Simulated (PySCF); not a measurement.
## ³³S chemical shifts

No relativistic terms, one computed conformer, no solvent model, averaged over atoms made equivalent by symmetry, fast rotation or ring inversion. Coordinates at the GFN2-xTB level; shielding tensors at PBE0/pcSseg-1 (GIAO); PySCF 2.14.0 with density-fitted response routines.

Shieldings were converted by a linear fit to measured shifts: ³³S: δ = 158.28 − 0.937σ (rms 33.3 ppm, 20 shifts vs sulfate, solution or neat liquid). A few per cent of atoms miss by over 2 rms, more outside the fitted compound classes.

Question: Give the ³³S shifts of `O=C(F)c1sc(Cl)cc1F`, `CSc1occp1`.

Answer: 
| compound | environment | δ (ppm) |
| --- | --- | --- |
| O=C(F)c1sc(Cl)cc1F | aromatic ring sulfur | -88 |
| CSc1occp1 | sulfide sulfur | -241 |

Question: Order these by ³³S shift, lowest first.
A. CCNC(=S)C#CC1CC1
B. P#Cc1ccsc1
C. CSc1cocp1
D. CSc1occp1
E. CS[Si@@](N)(C#N)N[SiH2]C#N

Answer: E (-464 ppm, sulfur bonded to C, Si), C (-324 ppm, sulfide sulfur), D (-241 ppm, sulfide sulfur), B (-100 ppm, aromatic ring sulfur), A (93 ppm, thione sulfur).
